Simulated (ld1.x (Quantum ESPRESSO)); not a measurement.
**How hard is this Hf (Z = 72) PAW potential?**

ld1.x (Quantum ESPRESSO) 7.5 input, shortened:

```
&input
   title='Hf', zed=72., rel=1, dft='PBE', iswitch=3,
   config='[Xe] 4f14 5d2 6s2 6p0'
 /
 &inputp
   pseudotype=3, lpaw=.true., tm=.true., lloc=-1, rcloc=2.82,
   nlcc=.true., new_core_ps=.true.,
   which_augfun='PSQ', rmatch_augfun_nc=.true.
 /
6
6S  1  0   2.00   0.00  2.55  3.25  0.0
6S  1  0   0.00   0.05  2.55  3.25  0.0
6P  2  1   0.00   0.00  3.75  4.45  0.0
6P  2  1   0.00   0.55  3.75  4.45  0.0
5D  3  2   2.00   0.00  2.25  2.90  0.0
5D  3  2   0.00   0.15  2.25  2.90  0.0
 &test
   configts(1)='5d2 6s2 6p0'
 /
```

The pseudo-atom Hamiltonian at the reference potential is diagonalised in spherical Bessel functions j_l(qr) that vanish at 20 bohr, with q² up to the cutoff. All-electron valence levels (Ry): 6s -0.3754, 6p -0.1026, 5d -0.1976.

Question: How do the lowest levels (Ry) of each channel move with the cutoff, and are there ghosts?

Answer:

```
cutoff (Ry)     s #1     s #2     p #1    p #2     d #1    f #1  Σ f·Δε (mRy)
          8  -0.3754  -0.0026  -0.1026  0.0454  -0.1859  0.1026          23.4
         10  -0.3754  -0.0026  -0.1026  0.0454  -0.1958  0.1026           3.8
         12  -0.3754  -0.0026  -0.1026  0.0454  -0.1974  0.1026           0.5
         15  -0.3754  -0.0026  -0.1026  0.0454  -0.1974  0.1026           0.4
         18  -0.3754  -0.0026  -0.1026  0.0454  -0.1976  0.1026           0.2
        400  -0.3755  -0.0026  -0.1026  0.0454  -0.1976  0.1026           0.0
```

Result: no extra level below or beside the all-electron valence levels (s, p, d, f tested); 10 mRy is reached at 10 Ry and 1 mRy at 12 Ry.

Test run stopped at test 1 of 7 (negative rho).
